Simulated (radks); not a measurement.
Valence configurations of P I (all share [Ne]). Method: scalar-relativistic Kohn-Sham, r2SCAN, spin-unpolarised, spherical densities, finite nucleus; meta-GGA in the generalised Kohn-Sham scheme; Fermi nuclear charge, rms radius 3.1889 fm; computed with a radial shooting solver on a logarithmic mesh with Libxc functionals. Energies are relative to 3s2 3p3; eigenvalues in eV.

| valence | E (eV) | e(3p) | e(3s) |
|---|---|---|---|
| 3s2 3p3 | 0.000 | -5.618 | -14.501 |
| 3p5 | 17.954 | -6.772 | - |
| 3s1 3p4 | 8.934 | -6.223 | -15.205 |
| 3s1.5 3p3.5 | 4.455 | -5.928 | -14.864 |
| 3s0.5 3p4.5 | 13.435 | -6.504 | -15.525 |

NIST lists [Ne] 3s2 3p3 as the ground configuration; this level of theory agrees among the configurations tried. The energies are those of spherical spin-averaged densities, not of single terms.
